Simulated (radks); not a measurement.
Question: These are the eigenvalues of the occupied orbitals of an atom or ion with whole-number occupations (eV). Calculated with a radial shooting solver on a logarithmic mesh with Libxc functionals: non-relativistic Kohn-Sham, Wu-Cohen GGA, spin-polarised, spherical densities, point nucleus.

1s down: -5893.399
1s up: -5893.390
2s up: -721.0822
2s down: -719.9677
2p up: -622.3666
2p down: -621.5188
3s up: -132.3243
3s down: -129.7489
3p up: -104.3056
3p down: -101.7741
3d up: -59.3890

Which element is it, and in what charge state? The configuration may be excited. Open shells, if any, are filled with parallel spins first.

Answer: Z = 24, chromium, charge +4: Cr4+ in [Ar] 3d2. The list shows which subshells hold electrons but not how many an open one holds; the 1s level, -216.58 hartree, gives Z - s = 20.8 by -(Z - s)^2/2, which with screening narrows Z to a few neighbours, and the depths of the outer levels then fix element, charge and occupations together.
